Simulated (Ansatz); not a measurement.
Consider the formal exchange of groups at a B–C bond: `BC(C)=N` + `[AlH2][O][SiH3]` → `[BH2][AlH][O][SiH3]` + `CC=N`.

Program: Ansatz. Geometries: PBE0-D4/def2-TZVP. ΔE: electronic, gas phase. CCSD(T)/CBS adds triple-zeta CCSD(T) − MP2 to the extrapolated MP2 energy (def2 sets, frozen cores). Functionals use def2-TZVPP. HSE06 is defined as in plane-wave codes. Each species was taken in one conformer, which may not be the lowest.

```
             level  ΔE (eV)
          HSE06-D4     0.31
              BLYP     0.37
            r2SCAN     0.38
           r2SCAN0     0.34
             HSE06     0.30
           LC-ωPBE     0.27
RPA@PBE/def2-TZVPP     0.29
       HF/def2-SVP     0.24
```

Problem. What does CCSD(T)/CBS give? (An estimate is asked.)

Solution. The calculation gave: +0.32 eV. The listed levels differ from it by -0.01, 0.05, 0.06, 0.02, -0.02, -0.05, -0.03, -0.08 eV.

Largest T1 diagnostic among the species: 0.015.

From r2SCAN to r2SCAN0 (25 % exact exchange), in def2-TZVPP and without D4, ΔE moves by −0.04 eV. In def2-TZVPP, CCSD(T) changes the Hartree–Fock value by +0.07 eV (the triples alone add +0.03 eV) and MP2 by +0.15 eV.
